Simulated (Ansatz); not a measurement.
C2H9AlSi2 can be A, `[AlH2][C@@H]1[SiH2][C@H]1[SiH3]`, or B, `C[C@@H]1[AlH][Si@H]1[SiH3]`.

Program: Ansatz. Geometries: PBE0-D4/def2-TZVP. ΔE: electronic, gas phase. CBS: MP2 limit from def2 TZ/QZ plus the TZ coupled-cluster correction, frozen cores. DFT in def2-TZVPP. B3LYP here is the variant with VWN-RPA as its local correlation; programs differ in this.

Which is lower in electronic energy at CCSD(T)/CBS, and by how much? (Best estimate.)

Ansatz gave: A, by 9.0 kcal/mol.

Give E(B) − E(A) in kcal/mol with B3LYP, B2PLYP, ωB97M-V, B3LYP-D4, HF/def2-TZVPP, MP2/def2-TZVPP, PBE0-D4. (Best estimate.)

Computed: B3LYP 6.4, B2PLYP 8.5, ωB97M-V 10.7, B3LYP-D4 7.7, HF/def2-TZVPP 11.3, MP2/def2-TZVPP 11.8, PBE0-D4 4.1. None reverses the order clearly.

Largest T1 diagnostic: 0.013.

The D4 term adds +1.3 kcal/mol with B3LYP and +0.6 kcal/mol with PBE0; it sums over pairs of atoms, weighted by their polarisabilities, and B3LYP, whose exchange is more repulsive, gets the larger term. From PBE to PBE0 (25 % exact exchange), in def2-TZVPP and without D4, E(B) − E(A) moves by +2.0 kcal/mol.
